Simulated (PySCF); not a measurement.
## A survey of 29Si NMR shifts

One computed conformer, averaged over atoms made equivalent by symmetry, fast rotation or ring inversion, isolated molecule, non-relativistic. GFN2-xTB geometry; σ from GIAO-PBE0/pcSseg-1; PySCF.

Shieldings were converted by a linear fit to measured shifts: 29Si (scatter 8.9 ppm rms, 25.8 ppm with the 6 outliers that the fit left out vs TMS, solution or neat liquid). A few per cent of atoms miss by over 2 rms, more outside the fitted compound classes.

Problem. Give the 29Si shifts of `COC[SiH2]C/C([SiH3])=C\F`, `CCO[Si@@H]1C[SiH2][C@H](F)C1`, `[H]/N=C\C=C/[Si](F)(F)F`, `C[SiH2]c1ccc(C2CC2)o1`, `CN[Si@@H]1CCN[Si@H]1SC`, `C[C@H]([SiH3])N([SiH2]F)C1CC1`, `CO[SiH2]/C=C(/[SiH2]Cl)C(Cl)Cl`, `C=C1C=CO[Si@H]1C1CCC1`, `C=C(F)[Si]1(O)[SiH2]O[SiH2]1`.

Solution. 
```csv
compound,environment,δ (ppm)
[CH3:1][O:2][CH2:3][SiH2:4][CH2:5]/[C:6]([SiH3:7])=[CH:8]\[F:9],"Si4: silicon bonded to 2 C, 2 H",-44.6
[CH3:1][O:2][CH2:3][SiH2:4][CH2:5]/[C:6]([SiH3:7])=[CH:8]\[F:9],"Si7: silicon bonded to C, 3 H",-67.9
[CH3:1][CH2:2][O:3][Si@@H:4]1[CH2:5][SiH2:6][C@H:7]([F:8])[CH2:9]1,"Si4: silicon bonded to 2 C, O, H, in a 5-membered ring",-5.2
[CH3:1][CH2:2][O:3][Si@@H:4]1[CH2:5][SiH2:6][C@H:7]([F:8])[CH2:9]1,"Si6: silicon bonded to 2 C, 2 H, in a 5-membered ring",-36.3
[H]/N=C\C=C/[Si](F)(F)F,"silicon bonded to C, 3 F",-61.9
C[SiH2]c1ccc(C2CC2)o1,"silicon bonded to 2 C, 2 H",-56.6
[CH3:1][NH:2][Si@@H:3]1[CH2:4][CH2:5][NH:6][Si@H:7]1[S:8][CH3:9],"Si7: silicon bonded to N, S, Si, H, in a 5-membered ring",-19.9
[CH3:1][NH:2][Si@@H:3]1[CH2:4][CH2:5][NH:6][Si@H:7]1[S:8][CH3:9],"Si3: silicon bonded to C, N, Si, H, in a 5-membered ring",-21.9
[CH3:1][C@H:2]([SiH3:3])[N:4]([SiH2:5][F:6])[CH:7]1[CH2:8][CH2:9]1,"Si5: silicon bonded to F, N, 2 H",-20.3
[CH3:1][C@H:2]([SiH3:3])[N:4]([SiH2:5][F:6])[CH:7]1[CH2:8][CH2:9]1,"Si3: silicon bonded to C, 3 H",-53.7
[CH3:1][O:2][SiH2:3]/[CH:4]=[C:5](/[SiH2:6][Cl:7])[CH:8]([Cl:9])[Cl:10],"Si6: silicon bonded to C, Cl, 2 H",-33.7
[CH3:1][O:2][SiH2:3]/[CH:4]=[C:5](/[SiH2:6][Cl:7])[CH:8]([Cl:9])[Cl:10],"Si3: silicon bonded to C, O, 2 H",-36.7
C=C1C=CO[Si@H]1C1CCC1,"silicon bonded to 2 C, O, H, in a 5-membered ring",-8.4
[CH2:1]=[C:2]([F:3])[Si:4]1([OH:5])[SiH2:6][O:7][SiH2:8]1,"Si4: silicon bonded to C, O, 2 Si, in a 4-membered ring",24.5
[CH2:1]=[C:2]([F:3])[Si:4]1([OH:5])[SiH2:6][O:7][SiH2:8]1,"Si6/8: silicon bonded to O, Si, 2 H, in a 4-membered ring (×2)",0.2
```
